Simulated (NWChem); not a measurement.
Si₂F₅ cation

```xyz
7

F     -1.3253    -2.1323     0.0000
Si     0.0075    -1.2724    -0.0020
F      1.3351    -2.1400    -0.0004
Si    -0.0008     1.1375    -0.0005
F     -0.5851     1.4933     1.4344
F      1.5299     1.5055    -0.2140
F     -0.9570     1.4945    -1.2188
```
Atoms are numbered in this order, from 1.

Program: NWChem. Structure relaxed at the PBE-D3(BJ)/def2-SVP level. Level: M06-2X/def2-SVP with SMD (1 M gas to 1 M solution), gas-phase geometry. Reactions with the solvent are ignored.

```csv
solvent,dielectric constant,solvation free energy (kcal/mol),cavity-dispersion-structure term (kcal/mol)
water,78.4,-59.1,4.0
acetonitrile,35.7,-61.1,1.0
toluene,2.37,[?],0.3
n-hexane,1.88,-29.6,0.1
2-propanol,19.3,-60.2,0.4
anisole,4.22,-47.6,1.0
ethyl acetate,5.99,-52.5,0.6
```

Task: What belongs in the gaps?

Result: 
- toluene, solvation free energy (kcal/mol): -36.4
